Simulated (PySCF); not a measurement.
Be(F)(Et) (C₂H₅BeF), SMILES C[CH2][Be][F].

Geometry optimised at PBE-D3(BJ)/def2-SVP. One conformer was computed; it need not be the lowest.

Level of theory: PBE-D3(BJ)/def2-SVP (PySCF 2.14.0).

Harmonic, unscaled wavenumbers; measured fundamentals usually lie a few per cent lower.

| mode | ν (cm⁻¹) | IR (km/mol) | Raman (Å⁴/amu) | depolarisation | moving atoms (share of kinetic energy) |
|---|---|---|---|---|---|
| 1 | 124 | 2.8 | 0.3 | 0.73 | C 41 %, F 25 %, H 21 %, Be 14 % |
| 2 | 168 | 3.7 | 0.4 | 0.75 | H 72 %, Be 15 %, F 8 % |
| 3 | 306 | 18.6 | 0.4 | 0.75 | H 46 %, Be 46 % |
| 4 | 413 | 57.6 | 1.9 | 0.18 | Be 67 %, C 15 %, F 12 % |
| 5 | 572 | 14.0 | 9.8 | 0.07 | C 44 %, F 33 %, H 16 % |
| 6 | 610 | 79.5 | 0.1 | 0.75 | H 62 %, C 21 %, Be 17 % |
| 7 | 905 | 8.8 | 0.1 | 0.75 | H 89 %, C 9 % |
| 8 | 931 | 14.1 | 0.7 | 0.22 | H 87 %, C 12 % |
| 9 | 1004 | 10.5 | 6.2 | 0.39 | C 77 %, H 22 % |
| 10 | 1169 | 4.9 | 3.6 | 0.02 | H 61 %, C 32 % |
| 11 | 1203 | 5.6 | 2.1 | 0.75 | H 78 %, C 21 % |
| 12 | 1345 | 11.0 | 4.2 | 0.73 | H 83 %, C 17 % |
| 13 | 1370 | 13.5 | 13.1 | 0.75 | H 89 %, C 8 % |
| 14 | 1403 | 122.9 | 4.4 | 0.22 | Be 62 %, H 17 %, F 13 % |
| 15 | 1427 | 35.2 | 14.3 | 0.71 | H 83 %, Be 10 % |
| 16 | 1435 | 5.1 | 20.0 | 0.75 | H 97 % |
| 17 | 2939 | 15.1 | 107.3 | 0.17 | H 95 % |
| 18 | 2957 | 38.7 | 149.4 | 0.01 | H 97 % |
| 19 | 2984 | 7.9 | 116.4 | 0.75 | H 91 %, C 9 % |
| 20 | 3033 | 24.2 | 93.7 | 0.73 | H 91 %, C 9 % |
| 21 | 3045 | 26.0 | 48.0 | 0.75 | H 91 %, C 9 % |
